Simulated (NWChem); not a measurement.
System: sulfur difluoride (SF₂); SMILES FSF

Here is an NWChem input.

```
start job
memory heap 200 mb stack 900 mb global 1100 mb
geometry units angstroms noautoz
  F      1.227542     0.000000    -0.496096
  S      0.000000     0.000000     0.548457
  F     -1.227542     0.000000    -0.496096
end
basis spherical
  * library def2-tzvpd
end
dft
  xc hfexch
  iterations 150
  mulliken
end
task dft energy
```

Structure relaxed at the PBE0/def2-SVP level.

Question: Give the results of this calculation. (Hartree-Fock/def2-TZVPD.) Quantities: energy (Ha); highest occupied level (eV); orbital gap (eV); dipole (D).

Answer: 
- energy (Ha): -596.45
- highest occupied level (eV): -10.99
- orbital gap (eV): 12.27
- dipole (D): 1.43
